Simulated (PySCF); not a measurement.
## Vibration and rotation of PbSe⁺

UHF-CCSD(T) constants of PbSe⁺, ²Π (doublet), unpaired electrons π ↑ (Pb def2-SVP with ECP60, Se def2-SVP; scalar-relativistic core potentials (PySCF 2.14); masses 207.9766 and 79.9165 u):

```
ωe              : 221.6 cm⁻¹
ωexe            : 0.413 cm⁻¹
Be              : 0.042358 cm⁻¹
αe              : 0.000110 cm⁻¹
D (centrifugal) : 6.19e-09 cm⁻¹
```

**Question.** Give the vibrational terms G(v) and spacings up to v = 6.

**Answer.** G(v) = ωe(v+½) − ωexe(v+½)².

```json
{"v": "0", "G(v) (cm⁻¹)": "110.7", "G(v) − G(v−1)": "", "Bv (cm⁻¹)": "0.04230"}
{"v": "1", "G(v) (cm⁻¹)": "331.5", "G(v) − G(v−1)": "220.8", "Bv (cm⁻¹)": "0.04219"}
{"v": "2", "G(v) (cm⁻¹)": "551.4", "G(v) − G(v−1)": "219.9", "Bv (cm⁻¹)": "0.04208"}
{"v": "3", "G(v) (cm⁻¹)": "770.5", "G(v) − G(v−1)": "219.1", "Bv (cm⁻¹)": "0.04197"}
{"v": "4", "G(v) (cm⁻¹)": "988.8", "G(v) − G(v−1)": "218.3", "Bv (cm⁻¹)": "0.04186"}
{"v": "5", "G(v) (cm⁻¹)": "1206.3", "G(v) − G(v−1)": "217.5", "Bv (cm⁻¹)": "0.04175"}
{"v": "6", "G(v) (cm⁻¹)": "1423.0", "G(v) − G(v−1)": "216.6", "Bv (cm⁻¹)": "0.04164"}
```

Correlated steps freeze 13 core orbitals. Spin–orbit coupling is left out, which matters for elements this heavy, above all for dissociation energies. The state is the lowest determinant that a PBE0 search found; another state may lie lower at other levels.
